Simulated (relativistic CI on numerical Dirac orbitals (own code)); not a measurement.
# Au12+: q coefficients and field-shift factors

Method of calculation: Dirac-Coulomb-Breit CI, orbitals from a KLI potential per configuration, derivatives by finite differences, unscaled Slater integrals, QED left out (own radial code, finite nucleus).

CI space (outside the closed core [Kr] 4d10): 4f14 5s2 5p5, 4f14 5s 5p6, 4f13 5s2 5p6, 4f14 5s2 5p4 5d, 4f14 5s 5p5 5d, 4f14 5s2 5p4 5f, 4f13 5s2 5p5 5d. Double excitations out of closed p, d and f shells are left out; levels of such configurations are missing from the list, as are those of other unlisted configurations, and high levels can miss mixing partners.

With x = (α/α₀)² − 1 an excitation energy changes as ω = ω₀ + qx; K = 2q/ω₀ is the relative enhancement. Terms are leading LS components, so labels can repeat. The field-shift factor is F = δν/δ⟨r²⟩ for the transition from the lowest level.

Lowest level 4f14 5s2 5p5 2P°_3/2.

```csv
Level,ω₀ (cm⁻¹),q (cm⁻¹),F (GHz/fm²)
4f14 5s2 5p5 2P°_1/2,160466,206700,-42.2
4f13 5s2 5p6 2F°_7/2,371864,-149700,48.8
4f13 5s2 5p6 2F°_5/2,401609,-122400,50.6
4f14 5s 5p6 2S_1/2,452395,134300,-266
4f14 5s2 5p4 5d 4D_3/2,462220,14060,14.1
4f14 5s2 5p4 5d 4D_5/2,465612,19280,13.9
4f14 5s2 5p4 5d 2P_1/2,475536,51560,-44.4
4f14 5s2 5p4 5d 4F_7/2,475924,22530,14.4
4f14 5s2 5p4 5d 2F_7/2,492623,30240,15.6
4f14 5s2 5p4 5d 4F_9/2,493868,35810,16.3
4f14 5s2 5p4 5d 2D_3/2,505190,20680,14.2
4f14 5s2 5p4 5d 2D_5/2,538122,41110,15.8
4f14 5s2 5p4 5d 4P_1/2,546674,133800,-159
```

At this charge transitions that keep the count of f electrons are usually good to a few per cent. Levels and lines within the n = 5 or 6 shells can be off by up to 10 % or somewhat more, and those that change n by about 2 %, since core polarisation is missing. Levels that differ in their count of f electrons can be misplaced by several ten thousand cm⁻¹, since the correlation energy of f electrons is missing or only estimated; rates across such gaps can be off by orders of magnitude.

Question: Which transition from the lowest level has the largest |K|?

Answer: 4f14 5s2 5p5 2P°_1/2 at 160466 cm⁻¹, K = 2.58.
